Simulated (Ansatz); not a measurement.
Relaxation of H₅NO₂Si₂ (10 atoms, charge 0, multiplicity 1), to a largest force component of 0.02 eV/Å in at most 50 steps.

These are results of UKS LDA/def2-SVP (Ansatz), not measurements.

```xyz
10
Properties=species:S:1:pos:R:3:forces:R:3
O -1.373 -1.203 -1.273 -3.12 0.05 -0.48
Si 0.115 -0.797 -0.811 1.33 -3.17 -3.49
O 0.683 -1.951 0.196 2.68 -1.46 1.21
N -0.191 0.283 0.295 -3.25 -1.66 3.27
Si 0.200 1.763 0.473 2.27 7.37 1.87
H -2.080 -0.594 -0.833 1.65 -1.29 -1.00
H 1.577 -1.714 0.645 -1.85 -0.54 -1.08
H -0.474 -0.186 1.153 -0.04 -0.46 0.48
H 1.644 1.786 0.877 0.41 0.54 0.20
H -0.019 2.562 -0.720 -0.08 0.61 -0.97
```

Question: Where does it end, and by what steps?

Answer: The run converged. The force dipped under the threshold on the way, but the program's further checks kept it going. After 35 steps the energy has fallen by 2.506 eV; H7 moved furthest, 1.93 Å.

```csv
step,energy less start (eV),largest force component (eV/Å),accepted
0,0.0000,7.370,yes
2,-1.9646,0.992,yes
4,-2.1324,0.155,yes
6,-2.2223,0.737,yes
8,-2.3450,0.488,yes
10,-2.4352,0.284,yes
12,-2.4717,0.374,yes
14,-2.4894,0.099,yes
16,-2.4880,0.586,no
18,-2.5002,0.202,yes
20,-2.5018,0.120,yes
22,-2.5044,0.171,yes
24,-2.5053,0.022,yes
26,-2.5057,0.089,yes
28,-2.5059,0.021,yes
30,-2.5058,0.133,no
32,-2.5060,0.008,yes
34,-2.5061,0.022,yes
35,-2.5061,0.012,yes
```

```xyz
10
Properties=species:S:1:pos:R:3
O -0.816 -0.605 -1.535
Si 0.467 -0.984 -0.544
O 0.146 -2.307 0.433
N 0.563 0.344 0.588
Si -0.203 1.891 0.536
H -1.684 -0.541 -1.083
H 0.439 -3.155 0.053
H 1.148 0.150 1.415
H 0.716 3.000 1.002
H -0.693 2.155 -0.861
```

Whether the end is a true minimum wasn't checked by a vibrational analysis.

Time of the run: 26 s on 2 threads of AMD EPYC 9R45 96-Core Processor (Zen 5), with other jobs on the host, peak memory 0.26 GiB.
